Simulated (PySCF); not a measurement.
Delta-SCF ions had no search for a lower state. Excitations are Tamm–Dancoff values on a coarser integration grid. The basis has no diffuse functions, so Rydberg states are missing or too high.

CH$_{7}$B$_{2}$N, SMILES `BCNB` (charge 0, multiplicity 1)

All values below come from ωB97X-D3(BJ)/def2-TZVP // B3LYP-D3(BJ)/def2-TZVP (PySCF).

```yaml
HOMO: -10.24 eV
dipole_moment: 0.348 e·Å
LUMO: 0.56 eV
HOMO–LUMO gap: 10.80 eV
S1 excitation (TDA): 5.54 eV
S1 oscillator strength: 0.007
T1 excitation (TDA): 5.13 eV
S1–T1 gap (TDA): 0.41 eV
vertical ionisation energy (Delta-SCF): 10.08 eV
total_energy: -146.9082 Ha
cost: around 2.4 core-minutes (rough)
```

```xyz
11

B      1.8424     0.2636     0.2759
C      0.4333     0.3836    -0.3583
N     -0.7166    -0.0232     0.4417
B     -1.8444    -0.6958     0.0021
H      2.7970     0.4925    -0.3997
H      1.9896     0.0059     1.4320
H      0.3928    -0.1274    -1.3256
H      0.3588     1.4549    -0.6339
H     -0.6258     0.2049     1.4209
H     -2.6954    -0.9729     0.7909
H     -1.9318    -0.9862    -1.1534
```
